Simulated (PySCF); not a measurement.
Correlation energy of Xe²⁺ (xenon, charge +2)

[Kr] 4d10 5s2 5p3 5d1, high-spin 5D determinant (an excited configuration). Computed with PySCF 2.14 in x2c-TZVPPall with one added diffuse shell each of s, p, d, f type (9s7p5d3f, 76 functions), with scalar relativity by spin-free X2C-1e. Frozen: [Kr] 4d10; 6 electrons correlated.

| level | correlation energy (mhartree) |
| --- | --- |
| CCSD | -81.12 |
| (T) | -1.69 |
| CCSD(T) | -82.81 |

Diagnostics: T1 = 0.0040, D1 = 0.0090, largest double amplitude 0.043.

The outer electron is Rydberg-like, and this basis confines it to a smaller radius and binds it less than a complete one would.

Cost of the coupled-cluster step: roughly 3 core-seconds, for 6 correlated electrons.

Iterations:

```
CC2 = 0
CCSD nocc = (np.int64(5), np.int64(1)), nmo = (53, 53)
frozen orbitals [[0, 1, 2, 3, 4, 5, 6, 7, 8, 9, 10, 11, 12, 13, 14, 15, 16, 17, 18, 19, 20, 21, 22], [0, 1, 2, 3, 4, 5, 6, 7, 8, 9, 10, 11, 12, 13, 14, 15, 16, 17, 18, 19, 20, 21, 22]]
max_cycle = 100
direct = 0
conv_tol = 1e-08
conv_tol_normt = 1e-06
diis_space = 8
diis_start_cycle = 0
Init t2, MP2 energy = -0.0673910702668626
Init E_corr(UCCSD) = -0.0673910702732175
cycle = 1  E_corr(UCCSD) = -0.0781780363866691  dE = -0.0107869661  norm(t1,t2) = 0.0336007
cycle = 2  E_corr(UCCSD) = -0.0803315149485391  dE = -0.00215347856  norm(t1,t2) = 0.00962366
cycle = 3  E_corr(UCCSD) = -0.0811427961559551  dE = -0.000811281207  norm(t1,t2) = 0.00332034
cycle = 4  E_corr(UCCSD) = -0.0811206063621223  dE = 2.21897938e-05  norm(t1,t2) = 0.000380059
cycle = 5  E_corr(UCCSD) = -0.0811219415909455  dE = -1.33522882e-06  norm(t1,t2) = 5.85467e-05
cycle = 6  E_corr(UCCSD) = -0.0811217993211664  dE = 1.42269779e-07  norm(t1,t2) = 9.11485e-06
cycle = 7  E_corr(UCCSD) = -0.0811219023863174  dE = -1.03065151e-07  norm(t1,t2) = 1.3021e-06
cycle = 8  E_corr(UCCSD) = -0.0811218682779869  dE = 3.41083305e-08  norm(t1,t2) = 2.39365e-07
cycle = 9  E_corr(UCCSD) = -0.0811218733269699  dE = -5.04898308e-09  norm(t1,t2) = 4.95922e-08
UCCSD converged
E(UCCSD) = -7441.912305068669  E_corr = -0.08112187332696995
UCCSD(T) correction = -0.00168725888511881
```
